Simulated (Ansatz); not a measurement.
Consider the formal loss of a carbene: `C[BH][GaH][CH3]` → `C[BH][GaH2]` + `[CH2]` (triplet).

Computed with Ansatz on PBE0-D4/def2-TZVP structures; ΔE is electronic, products minus reactants. CBS: MP2 limit from def2 TZ/QZ plus the TZ coupled-cluster correction, frozen cores. This one scheme is used for every species. Functionals use def2-TZVPP. B3LYP here is the variant with VWN-RPA as its local correlation; programs differ in this. Triplets are unrestricted, without spin–orbit coupling. For Ga outer-core shells are correlated without core-valence functions, which leaves a few kJ/mol of doubt a bond. Scalar relativity is left out up to krypton. One conformer a species, not always the lowest.

| level | ΔE (kcal/mol) |
| --- | --- |
| PBE0-D4 | 110.6 |
| PBE | 111.7 |
| PBE0 | 109.5 |
| B3LYP | 107.5 |
| CCSD(T)/def2-TZVPP | 109.3 |
| HF/def2-QZVPP | 74.6 |
| HF/CBS(def2) | 74.6 |
| CCSD/CBS(def2) | 109.6 |

Task: What does CCSD(T)/CBS give? (Estimate.)

Result: The calculation gave: +112.4 kcal/mol. The listed levels differ from it by -1.8, -0.7, -2.9, -4.9, -3.1, -37.8, -37.8, -2.8 kcal/mol.

Largest T1 diagnostic among the species: 0.013.

The D4 term adds +2.0 kcal/mol with B3LYP and +1.1 kcal/mol with PBE0; it sums over pairs of atoms, weighted by their polarisabilities, and B3LYP, whose exchange is more repulsive, gets the larger term. From PBE to PBE0 (25 % exact exchange), in def2-TZVPP and without D4, ΔE moves by −2.1 kcal/mol.
